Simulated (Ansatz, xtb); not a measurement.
# Relative energy of two isomers of C5H4BrClO

Structure a is `C=C/C(Cl)=C(/Br)C=O`, a singlet and structure b is `Cl/C=C1/COC=C1Br`, a singlet. Both are isolated molecules in the gas phase, relaxed with B3LYP-D3(BJ)/def2-SVP, each in the lowest conformer that the search found.

Quicker runs give these differences E(b) − E(a): GFN2-xTB −88.46 kJ/mol; HF/STO-3G −155.36 kJ/mol (at GFN2-xTB geometries); r2SCAN-D4/def2-SVP +5.17 kJ/mol (at GFN2-xTB geometries).

**Question.** Which of the two would you expect CCSD(T)/def2-SVP + ΔMP2/def2-TZVPP electronic energies to favour?

**Answer.** Structure a; the calculation gives E(b) − E(a) = +6.58 kJ/mol.

How the difference moves with the method:

```csv
level,geometry,E(b) − E(a) (kJ/mol),departure from the last row (kJ/mol),"job, with rough time for the two"
GFN2-xTB,GFN2-xTB,−88.46,−95.04,"optimisation, 0.18 s"
HF/STO-3G,GFN2-xTB,−155.36,−161.94,"single point, 0.62 s"
r2SCAN-D4/def2-SVP,GFN2-xTB,+5.17,−1.40,"single point, 3.2 s"
B3LYP-D3(BJ)/def2-SVP,B3LYP-D3(BJ)/def2-SVP,+14.29,+7.71,"optimisation, 33 s"
HF/def2-SVP,B3LYP-D3(BJ)/def2-SVP,+6.05,−0.53,part of the CCSD(T) run
MP2/def2-SVP,B3LYP-D3(BJ)/def2-SVP,+18.91,+12.34,part of the CCSD(T) run
CCSD(T)/def2-SVP,B3LYP-D3(BJ)/def2-SVP,+18.29,+11.72,single point
CCSD(T)/def2-SVP + ΔMP2/def2-TZVPP,B3LYP-D3(BJ)/def2-SVP,+6.58,,"single point, 90 s"
```

As drawn, b has 2 C–O in place of 1 C=O. Structure a has no ring, b a 5-membered ring.

GFN2-xTB, HF/STO-3G put the two in the other order. The largest departure from CCSD(T)/def2-SVP + ΔMP2/def2-TZVPP is that of HF/STO-3G, 161.94 kJ/mol. The last row adds to CCSD(T) the change of the MP2 difference between the two basis sets, here −11.72 kJ/mol.

With thermal terms from frequencies at re-optimised GFN2-xTB minima (ideal gas, soft modes damped towards free rotors, one conformer each, 298.15 K, 1 atm): on the last row, ΔE + ΔZPE = +14.16, ΔH = +10.92, ΔG = +18.02 kJ/mol.

The correlated steps freeze 20 core orbitals; the filled d shell of Br is correlated, in a basis made for valence electrons. Codes used: Ansatz 0.2.0, xtb 6.7.1; the last row on 4 threads of Intel(R) Xeon(R) Platinum 8488C (Sapphire Rapids) on a shared host.
